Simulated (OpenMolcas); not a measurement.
Mn4+ (d3) among equal point charges was computed by CASSCF with the d shell active (OpenMolcas, ANO-RCC-VDZP on the metal). Its lowest spin-free states, and all those of the highest spin:

| 2S+1 | Degeneracy | E (cm-1) |
| --- | --- | --- |
| 4 | 3 | 0.0 |
| 4 | 3 | 2490 |
| 4 | 1 | 5551 |
| 2 | 2 | 20044 |
| 2 | 3 | 21288 |
| 2 | 3 | 21670 |
| 4 | 3 | 21837 |
| 2 | 1 | 22825 |
| 2 | 3 | 27430 |
| 2 | 3 | 28486 |
| 2 | 3 | 28506 |
| 2 | 2 | 29434 |

Question: Is the site octahedral, tetrahedral or cube-like, axial, or of lower symmetry?

Answer: The states with 2S+1 = 4 have orbital degeneracies 3, 3, 1, 3. Threefold states need a cubic site. For d3 at this spin an octahedron puts the single A2 below the threefold T2 and a tetrahedron or cube puts the threefold T1 below the threefold T2, so the site is a tetrahedron or a cube, which this pattern cannot tell apart. The run had Mn4+ among 4 point charges of -3 e arranged as a tetrahedron (Td), 1.72 Å from the ion.

An orbital triplet at a regular site is open to Jahn-Teller coupling, which can distort the site and quench the lowest spin-orbit gaps and is left out. Without dynamic correlation the repulsion within the d shell is too large (B by tens of per cent), so at a given field states of lower spin stand too high. This is an electrostatic model: the charges have no orbitals. No measured value stands beside these numbers.
